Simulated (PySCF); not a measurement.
**Selenium: a sound run and one with changed settings**

Sound run: Se²⁺ [Ar] 3d10 4s2 4p2, Se³⁺ [Ar] 3d10 4s2 4p1. Calculation: PySCF 2.14, in x2c-SVPall (5s4p3d, 32 functions); the spin-free X2C one-electron Hamiltonian (Gaussian nucleus). In the sound run the correlated levels freeze [Ar] 3d10. The sound run starts from symmetry-adapted Hartree-Fock orbitals and uses a fine grid where one is needed.

Changed run: a valence shell is frozen. This setting is unsound on purpose.

```json
{"species": "Se²⁺", "method": "MP2", "sound run (hartree)": "-2426.60797", "changed run (hartree)": "-2426.56678", "converged": "yes"}
{"species": "Se²⁺", "method": "CCSD(T)", "sound run (hartree)": "-2426.62551", "changed run (hartree)": "-2426.56869", "converged": "yes"}
```

Ionisation energy of Se²⁺:

```csv
method,sound run (eV),changed run (eV)
UHF,30.956,30.956
MP2,31.225,31.084
SCS-MP2,31.156,30.998
CCSD,31.254,31.136
CCSD(T),31.261,31.136
CCSDT,n/a,31.136
FCI,n/a,31.136
```

Freezing a valence shell removes pair correlation that changes on ionisation.

For comparison, NIST gives 31.697 ± 0.019 eV between the lowest levels.
